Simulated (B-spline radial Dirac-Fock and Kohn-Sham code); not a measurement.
Relativistic shifts of the levels of Xe³³⁺

System: the Xe³³⁺ ion, configuration [Ar] 3d3.

Both columns are ΔSCF binding energies of the configuration average from an atomic code on a B-spline grid: non-relativistic Hartree-Fock with a point nucleus, and Dirac-Fock with a finite nucleus and the Coulomb interaction alone, averaged over the two j levels with weights 2j+1.

| shell | Hartree-Fock (eV) | Dirac-Fock (eV) | shift (eV) | shift (%) |
| --- | --- | --- | --- | --- |
| 1s | 34891.2 | 36339.1 | +1447.91 | +4.15 |
| 2s | 6699.3 | 7073.0 | +373.73 | +5.58 |
| 2p | 6394.8 | 6514.5 | +119.65 | +1.87 |
| 3s | 2416.2 | 2516.4 | +100.22 | +4.15 |
| 3p | 2288.9 | 2328.2 | +39.25 | +1.71 |
| 3d | 2104.7 | 2103.8 | -0.96 | -0.05 |

Relativity binds 1s, 2s, 2p, 3s, 3p more strongly, among those listed most of all 2s in relative terms, and 3d more weakly, because the contracted s and p shells screen the nucleus better.

Values without a named source are computed, but for edge energies of neutral atoms, which are taken from tables.
